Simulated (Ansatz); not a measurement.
In12N12, relaxed as a singlet with RKS PBE-D4/def2-SVP in Ansatz, starting from the GFN2-xTB geometry. Force threshold 0.03 eV/Å.

In the def2 sets In takes a core potential; there is no spin–orbit coupling. Single mean-field runs in def2-SVP are fitted with def2-universal-jkfit. The restricted singlet is unstable towards broken spin symmetry in Hartree–Fock (as tested in another run); at PBE-D4/def2-SVP this wasn't settled. An occupied level lies above an empty one. At PBE0-D4/def2-SVP a triplet of charge 0 lies 0.50 eV below the restricted singlet at the same geometry.

Start:

```xyz
24

In   -2.148    2.004   -1.178
In    1.084    2.155   -0.553
In    2.051    1.047    2.198
In   -3.076   -0.599    0.826
In   -0.515   -1.091    2.508
In   -1.164    1.989    1.591
In    0.033    1.590   -3.919
In    3.906    0.322    0.005
In   -0.788   -2.664   -0.360
In   -1.941   -0.863   -2.381
In    2.293   -1.989    0.919
In    1.323   -0.933   -1.842
N    -0.643    3.232   -0.186
N    -3.060    1.516    0.684
N    -1.985    1.120   -3.078
N     0.100    0.951    2.977
N     2.901    2.174    0.451
N     3.453   -0.547    1.981
N    -2.562   -1.332    2.706
N    -2.785   -1.966   -0.768
N     0.400   -2.753    1.421
N     0.143    0.230   -0.485
N     3.186   -1.411   -1.057
N    -0.206   -2.181   -2.457
```

```
         step  energy (eV)  largest force component (eV/Å)  SCF passes
            1  -79929.5946                           0.674         177
            2  -79929.9697                           0.396          56
            3  -79930.1332                           0.341          59
            4  -79930.2490                           0.474          63
            5  -79930.3563                           0.565          63
            6  -79930.4887                           0.610          59
            7  -79930.6386                           0.574          58
            8  -79930.7956                           0.553          59
            9  -79930.9429                           0.609          62
           10  -79931.1014                           0.542          90
           11  -79931.2520                           0.661          84
           13  -79931.5295                           0.172          55
           15  -79931.6818                           0.241          51
           17  -79931.8269                           0.219          62
19 (rejected)  -79931.8256                           0.236          45
           21  -79931.9206                           0.067          41
           23  -79931.9422                           0.089          42
           25  -79932.0011                           0.202          42
           27  -79932.0192                           0.100          44
           29  -79932.0277                           0.155          45
           31  -79932.0726                           0.148          42
33 (rejected)  -79932.0745                           0.916          41
35 (rejected)  -79932.1503                           0.137          44
37 (rejected)  -79932.1620                           0.055          35
           38  -79932.1630                           0.013          34
```

Force components are those of the run's own axes.

End:

```xyz
24

In   -2.792    1.985   -1.130
In    1.606    2.352   -0.844
In    2.090    0.971    2.328
In   -3.351   -0.709    1.072
In   -0.696   -1.184    2.740
In   -1.117    1.699    1.359
In   -0.414    1.069   -2.704
In    4.063    0.247    0.234
In   -0.770   -2.278   -0.353
In   -2.559   -1.024   -2.446
In    2.353   -2.030    1.074
In    1.880   -0.822   -2.185
N    -0.569    2.323   -0.655
N    -3.235    1.461    0.857
N    -2.536    1.072   -3.069
N     0.075    0.871    2.900
N     3.008    2.103    0.680
N     3.533   -0.627    2.218
N    -2.748   -1.435    2.937
N    -2.911   -2.011   -0.610
N     0.354   -2.573    1.408
N     1.682    1.294   -2.759
N     3.318   -1.495   -0.832
N    -0.262   -1.259   -2.220
```

Bonds formed: In7–N13, In7–N22, In7–N24 (atoms count from 1). Metal–metal contacts that move far: In2–In7 3.57 to 3.03 Å, In1–In7 3.53 to 3.00 Å.

No frequencies were taken in this run, so the end may be a saddle point.

Hardware: 2 threads of AMD EPYC 7R13 on a shared host and a share (18 GiB) of an NVIDIA H100 80GB HBM3. Wall time 4.5 min, peak host memory 1.2 GiB.
